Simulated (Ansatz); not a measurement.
The B1–H2 bond of BH2I (SMILES BI) is stretched (multiplicity 1, the rest rigid).
Geometry at rest (charge 0, multiplicity 1):
```xyz
4

B     -1.0069    -1.5282     0.2633
H     -0.6251    -2.3051     1.0692
H     -1.9865    -1.6589    -0.3861
I      0.1443     0.2190    -0.0377
```

Frozen-core correlation. Filled d and f shells under p-block atoms count as core.

Run with Ansatz (a quantum-chemistry and plane-wave program). Each number belongs to the level named beside it. In def2 rows elements past Kr take small-core potentials, without spin–orbit coupling.

Energies above the point at 1.183 Å (the B3LYP-D3(BJ) bond length), FIC-MRCISD+Q on CASSCF(2,2)/def2-TZVPP (kcal/mol): 5.10 at 1.064 Å; 3.20 at 1.301 Å; 107.39 at 3.784 Å.

Take the last value as the depth D of a Morse curve D(1 − e^(−a(R − R₀)))², fit a and R₀ to the two near points, and test it at 1.597 and 2.070 Å.


With D = 107.4, both near points (counted from the curve's value at 1.183 Å) are met by a = 1.63 Å⁻¹ and R₀ = 1.185 Å, so k = 2Da² = 573 kcal/(mol Å²). The curve then gives 25.7 and 62.7 kcal/mol; the level itself gives 25.9 and 65.6, so Morse is off by -0.2 and -2.8.
